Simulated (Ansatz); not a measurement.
Consider the substitution at a C–C bond: `C=CC(C)C` + `OB(O)Cl` → `C=COB(O)Cl` + propane.

Computed with Ansatz on PBE0-D4/def2-TZVP structures; ΔE is electronic, products minus reactants. CCSD(T)/CBS is the MP2 limit (def2-TZVPP, def2-QZVPP) plus CCSD(T) − MP2 in def2-TZVPP, frozen cores. DFT in def2-TZVPP. Each species was taken in one conformer, which may not be the lowest.

`C=CC(C)C`:

Z-matrix (Å, degrees):
```
C
C 1 1.499
C 1 1.518 2 113.9
C 1 1.528 2 109.9 3 -125.4
H 1 1.100 2 106.5 3 119.0
C 2 1.326 1 127.0 3 1.6
H 2 1.089 1 114.6 3 -179.3
H 3 1.092 1 111.7 2 57.8
H 3 1.094 1 111.0 2 -62.7
H 3 1.092 1 110.4 2 177.9
H 4 1.093 1 111.4 2 -54.4
H 4 1.094 1 110.5 2 65.4
H 4 1.093 1 110.9 2 -174.7
H 6 1.084 2 121.1 1 179.4
H 6 1.084 2 122.2 1 -0.7
```

`OB(O)Cl`:

```xyz
6

O    -0.045    0.351   -1.077
B     0.140   -0.096    0.191
O    -0.876   -0.114    1.077
Cl    1.725   -0.675    0.729
H     0.749    0.316   -1.615
H    -1.694    0.218    0.696
```

`C=COB(O)Cl`:

```xyz
10

C    -0.128   -1.063    1.848
C     0.220   -0.366    0.782
O    -0.680   -0.102   -0.213
B    -0.355    0.614   -1.313
O     0.890    1.115   -1.491
Cl   -1.625    0.871   -2.516
H    -1.133   -1.448    1.969
H     0.604   -1.258    2.620
H     1.216    0.035    0.625
H     0.991    1.602   -2.311
```

`CCC`:

```xyz
11

C     1.101   -0.190    0.634
C     0.069    0.588   -0.165
C    -1.153   -0.245   -0.512
H     1.454   -1.063    0.076
H     0.678   -0.552    1.576
H     1.972    0.424    0.876
H    -0.241    1.472    0.403
H     0.528    0.965   -1.085
H    -1.883    0.330   -1.086
H    -1.650   -0.609    0.391
H    -0.875   -1.120   -1.108
```

CCSD(T)/CBS gives +43.5 kJ/mol.

Task: Another level gave +32.8 kJ/mol. Which?
A. r2SCAN/def2-TZVPP
B. ωB97M-V/def2-TZVPP
C. HF/def2-TZVPP
D. SCS-MP2/def2-TZVPP

Result: A. r2SCAN 32.8, SCS-MP2/def2-TZVPP 42.7, ωB97M-V 38.1, HF/def2-TZVPP 26.9 kJ/mol.

Largest T1 diagnostic among the species: 0.012.

The D4 term adds +5.9 kJ/mol with B3LYP and +3.1 kJ/mol with PBE0; it sums over pairs of atoms, weighted by their polarisabilities, and B3LYP, whose exchange is more repulsive, gets the larger term. From PBE to PBE0 (25 % exact exchange), in def2-TZVPP and without D4, ΔE moves by +4.1 kJ/mol. In def2-TZVPP, CCSD(T) changes the Hartree–Fock value by +14.9 kJ/mol (the triples alone add +1.1 kJ/mol) and MP2 by +21.6 kJ/mol.

B3LYP here is the variant with VWN-RPA as its local correlation; programs differ in this.
